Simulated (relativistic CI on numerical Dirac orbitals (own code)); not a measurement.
## Electric-dipole lines of Lu⁶⁹⁺

Computed by Dirac-Coulomb-Breit CI, orbitals from a KLI potential per configuration, QED by a radiative potential, unscaled Slater integrals (own radial code, finite nucleus).

Configurations in the expansion: 1s2, 1s 2s, 1s 2p, 1s 3s, 1s 3p, 1s 3d, 1s 4s, 1s 4p, 1s 4d, 1s 4f, 1s 5s, 1s 5p, 1s 5d, 1s 5f, 1s 5g, 1s 6s, 1s 6p, 1s 6d, 2s2. Levels of other configurations are missing.

```
λ vac (Å)             Lower             Upper   A (s⁻¹)  log gf  S velocity/length
   0.2239      1s2 1S_0 [1]   1s 2p 1P°_1 [7]  1.93e+16   -0.36               1.00
   0.2295      1s2 1S_0 [1]   1s 2p 3P°_1 [3]  1.02e+16   -0.62               1.00
   0.8834   1s 2p 3P°_1 [3]   1s 4d 3D_2 [23]  4.96e+14   -0.54               1.00
   0.9704   1s 2p 3P°_2 [6]   1s 4d 3D_3 [26]  4.99e+14   -0.31               1.00
   0.9739   1s 2p 1P°_1 [7]   1s 4d 1D_2 [29]  4.46e+14   -0.50               1.00
   1.1465    1s 2s 3S_1 [2]  1s 3p 3P°_2 [12]  4.76e+14   -0.33               1.00
   1.1568   1s 2p 3P°_1 [3]   1s 3d 3D_1 [14]  4.91e+14   -0.53               1.00
   1.1572   1s 2p 3P°_1 [3]   1s 3d 3D_2 [13]  1.44e+15    0.16               1.00
   1.1603   1s 2p 3P°_0 [5]   1s 3d 3D_1 [14]  9.62e+14   -0.23               1.00
   1.1892    1s 2s 3S_1 [2]   1s 3p 3P°_1 [9]  4.44e+14   -0.55               1.00
   1.3022   1s 2p 3P°_2 [6]   1s 3d 3D_3 [16]  1.54e+15    0.44               1.00
   1.3084   1s 2p 1P°_1 [7]   1s 3d 1D_2 [17]  1.38e+15    0.25               1.00
   1.3178   1s 2p 3P°_2 [6]   1s 3d 3D_2 [13]  2.30e+14   -0.52               1.00
   2.5340  1s 3p 3P°_2 [12]   1s 5d 3D_3 [40]  8.26e+13   -0.25               1.00
   2.5389   1s 3d 3D_2 [13]  1s 5f 3F°_3 [41]  1.07e+14   -0.14               1.00
   2.5406   1s 3d 3D_1 [14]  1s 5f 3F°_2 [42]  9.67e+13   -0.33               1.00
   2.5925   1s 3d 3D_3 [16]  1s 5f 3F°_4 [44]  1.09e+14    0.00               1.00
   2.5939   1s 3d 1D_2 [17]  1s 5f 1F°_3 [47]  1.04e+14   -0.13               1.00
   3.3112    1s 3s 3S_1 [8]  1s 4p 3P°_2 [22]  5.85e+13   -0.32               1.00
   3.3336   1s 3p 3P°_1 [9]   1s 4d 3D_2 [23]  1.36e+14    0.05               1.00
   3.3399  1s 3p 3P°_0 [11]   1s 4d 3D_1 [24]  9.10e+13   -0.34               1.00
   3.6701  1s 3p 3P°_2 [12]   1s 4d 3D_3 [26]  1.68e+14    0.37               1.00
   3.6803   1s 3d 3D_2 [13]  1s 4f 3F°_3 [27]  3.19e+14    0.66               1.00
   3.6836   1s 3d 3D_1 [14]  1s 4f 3F°_2 [28]  2.87e+14    0.47               1.00
   3.6843  1s 3p 1P°_1 [15]   1s 4d 1D_2 [29]  1.51e+14    0.19               1.00
   3.7810   1s 3d 3D_3 [16]  1s 4f 3F°_4 [30]  3.30e+14    0.80               1.00
   3.7836   1s 3d 1D_2 [17]  1s 4f 1F°_3 [31]  3.14e+14    0.67               1.00
   7.2717  1s 4p 3P°_1 [19]   1s 5d 3D_2 [37]  2.60e+13    0.01               1.00
   7.9144  1s 4p 3P°_2 [22]   1s 5d 3D_3 [40]  3.47e+13    0.36               1.00
   7.9343   1s 4d 3D_2 [23]  1s 5f 3F°_3 [41]  5.86e+13    0.59               1.00
   7.9403   1s 4d 3D_1 [24]  1s 5f 3F°_2 [42]  5.27e+13    0.40               1.00
   7.9414  1s 4p 1P°_1 [25]   1s 5d 1D_2 [43]  3.14e+13    0.17               1.00
   8.1211   1s 4d 3D_3 [26]  1s 5f 3F°_4 [44]  6.21e+13    0.74               1.00
   8.1223  1s 4f 3F°_3 [27]   1s 5g 3G_4 [45]  9.99e+13    0.95               1.00
   8.1250  1s 4f 3F°_2 [28]   1s 5g 3G_3 [46]  9.51e+13    0.82               1.00
   8.1261   1s 4d 1D_2 [29]  1s 5f 1F°_3 [47]  5.91e+13    0.61               1.00
   8.2093  1s 4f 3F°_4 [30]   1s 5g 3G_5 [48]  1.02e+14    1.05               1.00
   8.2112  1s 4f 1F°_3 [31]   1s 5g 1G_4 [49]  9.92e+13    0.96               1.00
   8.7579    1s 2s 3S_1 [2]   1s 2p 3P°_2 [6]  4.96e+12   -0.54               1.02
   13.489  1s 5p 3P°_1 [33]   1s 6d 3D_2 [55]  7.35e+12    0.00               0.99
   14.579  1s 5p 3P°_2 [36]   1s 6d 3D_3 [58]  1.03e+13    0.36               1.00
   14.625  1s 5p 1P°_1 [39]   1s 6d 1D_2 [59]  9.38e+12    0.18               1.00
   29.654    1s 3s 3S_1 [8]  1s 3p 3P°_2 [12]  7.83e+11   -0.29               1.01
   70.942   1s 4s 3S_1 [18]  1s 4p 3P°_2 [22]  1.93e+11   -0.14               1.01
   139.67   1s 5s 3S_1 [32]  1s 5p 3P°_2 [36]  6.40e+10   -0.03               1.01
```

Terms are leading LS components. Brackets give the number of a level in order of energy, since labels repeat. The list gives strong lines, with weight on those to low levels, among the lowest 59 of 60 levels, so that lines to higher ones, which can be the strongest, are missing. Levels whose partners in the same complex of configurations lie outside the list can be far off, and so can their lines. Rates are taken at the computed energies, electric ones in the length gauge. A velocity-to-length ratio far from 1 marks an uncertain rate.

At this charge energies of transitions that change n are usually good to better than 1 %, and those within a shell (Δn = 0) to a few per cent.

LS names give the leading component of a level, which can be under half, so a name can repeat, a term be missing and a line seem to break the LS rules.
